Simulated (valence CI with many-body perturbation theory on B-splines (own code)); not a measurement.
The numbers below are computed, except where a source is named.
**Basis-set convergence for Sr5+**

Level of theory: valence CI with perturbative core correlation (CI+MBPT): five valence electrons over a frozen Dirac-Fock core [Ar] 3d10, a basis of 9 s, 9 p, 8 d, 6 f, 3 g, 1 h functions for each j, with the one-electron correlation potential Σ1 (screened to all orders), the two-electron term Σ2, the three-electron term Σ3, Breit, model QED; selected single and double excitations, second order for the rest, scaled by the run's own slope (own B-spline code, finite nucleus).

Set against measurement, 12 paired levels are off by 125 cm⁻¹ on average, the worst by 212. These come from a selection out of Sansonetti, J. Phys. Chem. Ref. Data 41, 013102 (2012). Levels without a partner in it may be off by more. Among the levels kept, up to 2000 cm⁻¹ of a level comes from second order outside the variational space, and about a tenth of that is noise between levels of different J, which matters for small intervals.

The reference run has the lowest level 4s2 4p3 4S°_3/2 and an ionisation energy of 88.2956 eV. Its largest variational space holds 19973 state functions.

Names give the largest LS component (configuration and term), which can be under half, so a name can repeat, a term be missing and a line seem to break the LS rules; names also repeat where a configuration has a term twice. Letters in brackets count levels of one name in rising energy.

Changed runs:
A. basis 6 s, 6 p, 5 d, 3 f, 1 g
B. basis 5 s, 5 p, 4 d, 2 f

Excitation energies of the reference run in cm⁻¹, and shifts in cm⁻¹:

```tsv
Level	Reference	A	B
4s2 4p3 2D°_3/2	20269	+158	+618
4s2 4p3 2D°_5/2	23648	+157	+610
4s2 4p3 2P°_1/2	38716	+193	+767
4s2 4p3 2P°_3/2	43721	+181	+720
4s 4p4 4P_5/2	152981	-22	+93
4s 4p4 4P_3/2	159389	-24	+81
4s 4p4 4P_1/2	162026	-15	+97
4s 4p4 2D_3/2	188231	+103	+514
4s 4p4 2D_5/2	189887	+100	+513
4s 4p4 2P_3/2	215631	+89	+460
4s 4p4 2S_1/2 [a]	216676	+177	+745
4s 4p4 2S_1/2 [b]	227269	+164	+716
Ionisation energy (eV)	88.2956	-0.0213	-0.0637
```
